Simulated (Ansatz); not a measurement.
Start from `[NH2][AlH][SeH]` and change one element to get `[NH2][GaH][SeH]`.

Ansatz, PBE0-D4/def2-TZVP geometries, multiplicity 1. Each molecule was computed in one conformer, which needn't be the lowest.

Scalar relativity is left out up to krypton.

```json
{"property": "ideal-gas entropy at 298 K and 1 bar (rigid rotor, harmonic PBE0-D4/def2-TZVP) / J/(mol·K)", "`[NH2][AlH][SeH]`": "320"}
{"property": "LUMO energy (PBE0/def2-TZVPP) / eV", "`[NH2][AlH][SeH]`": "-0.41"}
{"property": "HOMO energy (PBE/def2-TZVPP) / eV", "`[NH2][AlH][SeH]`": "-5.87"}
{"property": "size of the dipole moment (B3LYP/def2-TZVPP) / D", "`[NH2][AlH][SeH]`": "1.47"}
{"property": "size of the dipole moment (ωB97M-V/def2-TZVPP) / D", "`[NH2][AlH][SeH]`": "1.53"}
{"property": "HOMO–LUMO gap (B3LYP/def2-TZVPP) / eV", "`[NH2][AlH][SeH]`": "6.20"}
```

Give the same properties after the change, and the shifts. (Best estimate.)

Computed: 
```tsv
property	`[NH2][GaH][SeH]`	shift
ideal-gas entropy at 298 K and 1 bar (rigid rotor, harmonic PBE0-D4/def2-TZVP) / J/(mol·K)	334	14
LUMO energy (PBE0/def2-TZVPP) / eV	-0.54	-0.13
HOMO energy (PBE/def2-TZVPP) / eV	-5.73	0.14
size of the dipole moment (B3LYP/def2-TZVPP) / D	1.43	-0.04
size of the dipole moment (ωB97M-V/def2-TZVPP) / D	1.49	-0.04
HOMO–LUMO gap (B3LYP/def2-TZVPP) / eV	5.90	-0.30
```

With PBE0 the HOMO rises by 0.12 eV and the LUMO falls by 0.13 eV, so the gap narrows by about 0.25 eV. PBE moves the HOMO by 0.14 eV and ωB97M-V by 0.11 eV. Dipoles are sizes alone; their direction can turn.

B3LYP here is the variant with VWN-RPA as its local correlation; programs differ in this.

Spin–orbit coupling is left out; it splits and shifts lone-pair levels of the heavy atoms by tenths of an eV.
